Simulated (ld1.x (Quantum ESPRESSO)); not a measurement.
# Ranking ultrasoft potentials for magnesium (Mg)

All share these settings but for the change named:

```json
{
 "Element": "magnesium (Mg)",
 "Generator": "ld1.x (Quantum ESPRESSO) 7.5",
 "Type": "ultrasoft",
 "Functional": "LDA (PZ)",
 "Relativity": "scalar-relativistic",
 "Frozen core": "[Ne]",
 "Valence charge": "2",
 "Reference configuration": "3s2 3p0",
 "Partial waves": "3s (bound): rcut 2.05, rcutus 2.60 bohr; 3s channel at 1.25 Ry: rcut 2.05, rcutus 2.60 bohr; 3p (bound, empty): rcut 2.40, rcutus 2.65 bohr; 3p channel at 2.75 Ry: rcut 2.40, rcutus 2.65 bohr",
 "Local potential": "all-electron potential smoothed inside 2.00 bohr (lloc = -1)",
 "Core correction": "Bessel-smoothed model core inside 1.60 bohr",
 "Augmentation charge": "PSQ, inside the norm-conserving radii"
}
```

Test errors are all-electron minus pseudo excitation energies from the reference, over 3s1 3p0; 3s1.5 3p0; 3s1 3p1; 3s0 3p2; 3s0 3p1. None of these files shows a bound ghost.

The base gives 9.3 meV.

Of 7 variants that were run, those that failed, showed a ghost or another fault, or gave nearly equal values are left out.

(1) Rank these variants by their largest absolute test error, smallest first.
A. all radii but the core radius scaled by about 1.10 (s 2.86, p 2.92 bohr, rcut 2.26/2.64); local potential all-electron potential smoothed inside 2.20 bohr (lloc = -1)
B. all radii but the core radius scaled by about 0.94 (s 2.44, p 2.48 bohr, rcut 1.92/2.24); local potential all-electron potential smoothed inside 1.88 bohr (lloc = -1)
C. all radii but the core radius scaled by about 0.85 (s 2.22, p 2.26 bohr, rcut 1.76/2.04); local potential all-electron potential smoothed inside 1.70 bohr (lloc = -1)

## Answers

(1) A (7.0 meV), B (12.1 meV), C (14.3 meV).
